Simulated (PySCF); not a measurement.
Predicted microwave data (B3LYP/def2-SVPD in PySCF (dipole) on a GFN2-xTB geometry, gas phase) for one isomer of C4H12Si2:

* Rotational constants: A = 3394, B = 1544, C = 1432 MHz
* Dipole components: |μa| = 0.90 D, |μb| = 0.00 D, |μc| = 0.00 D
* Inertial defect: -123.35 u·Å²
* κ: -0.89

Problem. Which candidate fits, each taken in the one conformer that was computed?
A. `C[Si]1(C)C[SiH2]C1`
B. `[CH2:1]=[CH:2][SiH2:3][CH2:4][CH2:5][SiH3:6]` with C1–C2–Si3–C4 -114°, C2–Si3–C4–C5 180°, Si3–C4–C5–Si6 -179°

Solution. A. It is C[Si]1(C)C[SiH2]C1, an asymmetric top, point group C2v. The candidates at the same level (rigid rotor, commonest isotopes):

```
            SMILES  A (MHz)  B (MHz)  C (MHz)  μa (D)  μb (D)  μc (D)  Δ (u·Å²)  point group                        rotor
 C=C[SiH2]CC[SiH3]     7381    702.1    672.1    0.45    0.22    0.06    -36.32           C1  near-prolate asymmetric top
C[Si]1(C)C[SiH2]C1     3394     1544     1432    0.90    0.00    0.00   -123.35          C2v               asymmetric top
```

`C=C[SiH2]CC[SiH3]` has A 117 % too high. In the right answer the symmetry axis of this C2v structure is a, so μb and μc vanish by symmetry. No structure here is proved a minimum.
